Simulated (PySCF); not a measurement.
Positional isomers: quinoline fluoro+boryl. Gas-phase values, no solvent. One relaxed conformer stands for each flexible species; it need not be the lowest. Strings in code marks are SMILES.

Computed with PBE-D3(BJ)/def2-TZVP // B3LYP-D3(BJ)/def2-SVP run with PySCF 2.14.0. Excitations are Tamm–Dancoff values on a coarser integration grid. The basis has no diffuse functions, so Rydberg states are missing or too high.

```csv
species,HOMO–LUMO gap (eV),T1 excitation (TDA) (eV)
`n1cccc2c1ccc(c2B)F`,2.76,2.63
`Bc1c(F)cnc2ccccc12`,2.55,2.32
`Bc1cc(F)c2ccccc2n1`,2.56,2.35
`c1c(cc2c(c1F)cccn2)B`,2.76,2.48
`c12cccnc2c(cc(c1)B)F`,2.75,2.47
`Fc1cc2c(c(B)c1)nccc2`,2.63,2.57
`Fc1cc(c2ccccc2n1)B`,2.54,2.35
`c1c(B)c2cccnc2c(F)c1`,2.91,2.64
```
